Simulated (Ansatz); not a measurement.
Computed with PBE0-D3(BJ)/def2-TZVP run with Ansatz (a first-principles code). No frequencies were computed at this level.

Ansatz 0.2 input:
```yaml
crystal:
  periodic: [false, false, false]
  atoms:
    - { symbol: O, position_ang: [1.341456, 0.189423, -0.077058] }
    - { symbol: Si, position_ang: [-0.201158, -0.147975, 0.203987] }
    - { symbol: O, position_ang: [-1.171151, 0.80339, -0.629292] }
    - { symbol: F, position_ang: [-0.483332, -1.689209, -0.095427] }
    - { symbol: F, position_ang: [-0.586388, 0.005547, 1.734985] }
    - { symbol: H, position_ang: [2.044419, -0.283518, 0.360514] }
    - { symbol: H, position_ang: [-0.943844, 1.122343, -1.497709] }
basis:
  gaussian: { orbitals: def2-tzvp }
hamiltonian:
  xc: pbe0
  dispersion: d3bj
relax:
  max_steps: 150
```

Output:

```
Functional definition: PBE0
970 factors; their error is unknown
mean field evaluation 1: about -17427.5821 eV, gradient 7.9e1 eV
mean field evaluation 2: about -17418.5192 eV, gradient 1.1e2 eV
mean field evaluation 4: about -17436.4756 eV, gradient 3.9e0 eV
mean field evaluation 8: about -17436.5561 eV, gradient 2.8e-2 eV
mean field -17436.55610603 eV, -640.7816179745 hartree, gradient 4.3e-5 eV, S^2 0.000000; 0 other end points of the search recorded, 0 dependent functions left out
reference -17436.55612888 eV, -640.7816188143 hartree; 25, 25 occupied and 148, 148 virtual orbitals, 970 factors
relax step   1: F+E_penalty+E_count = -17436.64785019 eV  Δ(F+E_penalty+E_count) = +0.000e0 eV  max|allowed force component| = 9.566e-1 eV/Å  Δτ_max = 0.0000 Å  (25 SCF iters, accepted)
these checks for a lower state are left out or cut short: starts, cluster_reference, orbital_swaps, neighbouring_geometries, increment
970 factors; their error is unknown
mean field evaluation 16: about -17436.5022 eV, gradient 9.5e-1 eV
mean field -17436.56561283 eV, -640.7819673429 hartree, gradient 1.0e-5 eV, S^2 0.000000; 0 other end points of the search recorded, 0 dependent functions left out
reference -17436.56563570 eV, -640.7819681834 hartree; 25, 25 occupied and 148, 148 virtual orbitals, 970 factors
relax step   2: F+E_penalty+E_count = -17436.65736635 eV  Δ(F+E_penalty+E_count) = -9.516e-3 eV  max|allowed force component| = 6.387e-1 eV/Å  Δτ_max = 0.0081 Å  (31 SCF iters, accepted)
these checks for a lower state are left out or cut short: starts, cluster_reference, orbital_swaps, neighbouring_geometries, increment
970 factors; their error is unknown
mean field -17436.57467740 eV, -640.7823004597 hartree, gradient 1.0e-5 eV, S^2 0.000000; 0 other end points of the search recorded, 0 dependent functions left out
reference -17436.57470028 eV, -640.7823013006 hartree; 25, 25 occupied and 148, 148 virtual orbitals, 970 factors
relax step   3: F+E_penalty+E_count = -17436.66654675 eV  Δ(F+E_penalty+E_count) = -9.180e-3 eV  max|allowed force component| = 8.373e-2 eV/Å  Δτ_max = 0.0245 Å  (30 SCF iters, accepted)
these checks for a lower state are left out or cut short: starts, cluster_reference, orbital_swaps, neighbouring_geometries, increment
970 factors; their error is unknown
mean field evaluation 32: about -17436.5756 eV, gradient 2.5e-1 eV
mean field -17436.57567245 eV, -640.7823370272 hartree, gradient 1.0e-5 eV, S^2 0.000000; 0 other end points of the search recorded, 0 dependent functions left out
reference -17436.57569533 eV, -640.7823378679 hartree; 25, 25 occupied and 148, 148 virtual orbitals, 970 factors
relax step   4: F+E_penalty+E_count = -17436.66757149 eV  Δ(F+E_penalty+E_count) = -1.025e-3 eV  max|allowed force component| = 7.036e-2 eV/Å  Δτ_max = 0.0082 Å  (29 SCF iters, accepted)
these checks for a lower state are left out or cut short: starts, cluster_reference, orbital_swaps, neighbouring_geometries, increment
970 factors; their error is unknown
mean field -17436.57744927 eV, -640.7824023241 hartree, gradient 1.2e-5 eV, S^2 0.000000; 0 other end points of the search recorded, 0 dependent functions left out
reference -17436.57747214 eV, -640.7824031644 hartree; 25, 25 occupied and 148, 148 virtual orbitals, 970 factors
relax step   5: F+E_penalty+E_count = -17436.66940667 eV  Δ(F+E_penalty+E_count) = -1.835e-3 eV  max|allowed force component| = 6.727e-2 eV/Å  Δτ_max = 0.0676 Å  (29 SCF iters, accepted)
these checks for a lower state are left out or cut short: starts, cluster_reference, orbital_swaps, neighbouring_geometries, increment
970 factors; their error is unknown
mean field -17436.57808647 eV, -640.7824257405 hartree, gradient 1.1e-5 eV, S^2 0.000000; 0 other end points of the search recorded, 0 dependent functions left out
reference -17436.57810933 eV, -640.7824265806 hartree; 25, 25 occupied and 148, 148 virtual orbitals, 970 factors
relax step   6: F+E_penalty+E_count = -17436.67006646 eV  Δ(F+E_penalty+E_count) = -6.598e-4 eV  max|allowed force component| = 3.684e-2 eV/Å  Δτ_max = 0.0140 Å  (30 SCF iters, accepted)
these checks for a lower state are left out or cut short: starts, cluster_reference, orbital_swaps, neighbouring_geometries, increment
970 factors; their error is unknown
mean field -17436.57858646 eV, -640.7824441148 hartree, gradient 1.1e-5 eV, S^2 0.000000; 0 other end points of the search recorded, 0 dependent functions left out
reference -17436.57860931 eV, -640.7824449546 hartree; 25, 25 occupied and 148, 148 virtual orbitals, 970 factors
relax step   7: F+E_penalty+E_count = -17436.67057208 eV  Δ(F+E_penalty+E_count) = -5.056e-4 eV  max|allowed force component| = 1.221e-2 eV/Å  Δτ_max = 0.0131 Å  (30 SCF iters, accepted)
these checks for a lower state are left out or cut short: starts, cluster_reference, orbital_swaps, neighbouring_geometries, increment
970 factors; their error is unknown
mean field evaluation 64: about -17436.5786 eV, gradient 1.1e-5 eV
mean field -17436.57861687 eV, -640.7824452323 hartree, gradient 1.1e-5 eV, S^2 0.000000; 0 other end points of the search recorded, 0 dependent functions left out
reference -17436.57863972 eV, -640.7824460722 hartree; 25, 25 occupied and 148, 148 virtual orbitals, 970 factors
relax step   8: F+E_penalty+E_count = -17436.67060102 eV  Δ(F+E_penalty+E_count) = -2.894e-5 eV  max|allowed force component| = 2.012e-3 eV/Å  Δτ_max = 0.0060 Å  (31 SCF iters, accepted)
970 factors; their error is unknown
mean field -17436.57861687 eV, -640.7824452323 hartree, gradient 5.9e-5 eV, S^2 0.000000; 1 other end points of the search recorded, 0 dependent functions left out
reference -17436.57863972 eV, -640.7824460722 hartree; 25, 25 occupied and 148, 148 virtual orbitals, 970 factors
Total energy: -17436.67062388 eV, -640.7858264276 hartree
Atom 0 at     1.331933     0.252191    -0.022371 Å, force    -0.001934    -0.000400     0.000693 eV/Å
Atom 1 at    -0.213891    -0.142250     0.237950 Å, force     0.002012     0.000734    -0.000149 eV/Å
Atom 2 at    -1.177539     0.818235    -0.620917 Å, force     0.000365    -0.000904     0.001350 eV/Å
Atom 3 at    -0.432497    -1.671492    -0.104460 Å, force     0.000135     0.000376    -0.000159 eV/Å
Atom 4 at    -0.627886     0.015935     1.748801 Å, force    -0.000203     0.000276    -0.000677 eV/Å
Atom 5 at     2.022295    -0.347805     0.262296 Å, force    -0.000584    -0.000133    -0.000463 eV/Å
Atom 6 at    -0.902413     1.075188    -1.501299 Å, force     0.000208     0.000051    -0.000595 eV/Å
Dipole moment:     0.395082     0.008268    -0.315403 e Å
```

Cost: about 29 core-seconds (a rough figure).
